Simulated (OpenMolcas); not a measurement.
Ru5+.

```
Program             : OpenMolcas
Method              : RASSCF
Basis               : ANO-RCC-VQZP [8s7p5d3f2g1h]
Scalar Hamiltonian  : DKH2, point nucleus
Active space        : 9 electrons in 8 orbitals (RAS1 4p, at most 2 holes; RAS2 4d)
State averaging     : 2S+1 = 4 even, 10 roots; 2S+1 = 2 even, 40 roots
Spin-orbit coupling : RASSI with atomic mean-field integrals over the reference wave functions, term energies averaged over their components
```

Levels without dynamic correlation, in cm-1 above 4d3 4F 3/2:

```csv
Level,E
4d3 2P 1/2,22289
4d3 4P 3/2,15566
4d3 2G 7/2,18599
4d3 2D 5/2(1),25746
4d3 2H 9/2 [74 %],25951
4d3 2F 7/2,38676
4d3 2D 5/2(2),57112
```

On this reference, MS-RASPT2, IPEA 0.25 Eh, imaginary shift 0.1 Eh (closed shells correlated: 4s) puts 4d3 2P 1/2 at 20360 cm-1.

Question: Estimate the other levels at that method by one scale factor, and say how well it serves.

Answer: The factor is 20360 / 22289 = 0.913. Scaled values beside those that MS-RASPT2 gives:
| Level | Scaled | MS-RASPT2 | Miss (%) |
| --- | --- | --- | --- |
| 4d3 4P 3/2 | 14212 | 13670 | +4.0 |
| 4d3 2G 7/2 | 16981 | 16000 | +6.1 |
| 4d3 2D 5/2(1) | 23506 | 23860 | -1.5 |
| 4d3 2H 9/2 [74 %] | 23693 | 22190 | +6.8 |
| 4d3 2F 7/2 | 35311 | 33310 | +6.0 |
| 4d3 2D 5/2(2) | 52143 | 52150 | 0 |
For these levels the scaled values miss MS-RASPT2 by up to 6.8 %, as correlation changes each term by its own factor, spin-orbit parts do not scale and CASPT2 has its own spread within terms. This holds within one configuration; levels of others move differently, and the target method has errors of its own against measurement.

CASPT2 does not keep the components of a term degenerate, so their means are used; among the terms shown or strongly mixed into the levels shown the widest spread is 1600 cm-1 (4d3 4F, MS-RASPT2). Active for correlation alone: 4p; no level in the range computed is led by a configuration that opens it, so any true level of that kind is missing. Without dynamic correlation excited terms often stand tens of per cent too high (terms of higher spin than the ground term too low), and those without a measured partner can miss by more than the paired ones (holds for RASSCF). Levels of configurations outside the active space are missing.

A share in square brackets marks a mixed level and gives the weight of the term that names it, the lowest over the columns. A number in round brackets counts repeated terms of one configuration in the order of the reference energies.
